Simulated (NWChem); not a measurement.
# Si₃H₆, singlet; SMILES [SiH3][Si][SiH3]

```xyz
9

Si     0.0000     0.0000     1.3049
Si    -1.6771     0.1369    -0.3807
H     -1.9345    -1.3272    -0.6259
H     -1.2797     0.7559    -1.6868
H     -2.9604     0.7572     0.0742
Si     1.6771    -0.1369    -0.3807
H      1.9345     1.3272    -0.6259
H      1.2797    -0.7559    -1.6868
H      2.9604    -0.7572     0.0742
```
Atoms are numbered in this order, from 1.

Computed with NWChem. Low-valent species are run as closed-shell singlets; no triplet was tried in these runs. All runs use the structure optimised with PBE0/def2-SVP. Level: PBE0/def2-SVP with SMD (1 M gas to 1 M solution), gas-phase geometry. Reactions with the solvent are ignored.

| solvent | dielectric constant | solvation free energy (kcal/mol) | cavity-dispersion-structure term (kcal/mol) | dipole in solution (D) |
|---|---|---|---|---|
| water | 78.4 | 1.5 | 3.2 | 0.15 |
| ethyl acetate | 5.99 | -2.0 | -0.5 | 0.13 |
| N,N-dimethylformamide | 37.2 | -1.4 | 0.3 | 0.15 |
| cyclohexanone | 15.6 | -1.4 | 0.3 | 0.14 |
| cyclohexane | 2.02 | -1.4 | -0.5 | 0.10 |
| dichloromethane | 8.93 | -2.3 | -0.8 | 0.14 |
| dimethyl sulfoxide | 46.8 | ? | ? | 0.15 |

Problem. Some entries are withheld; supply them.

Solution. 
- dimethyl sulfoxide, solvation free energy (kcal/mol): -0.7
- dimethyl sulfoxide, cavity-dispersion-structure term (kcal/mol): 1.0
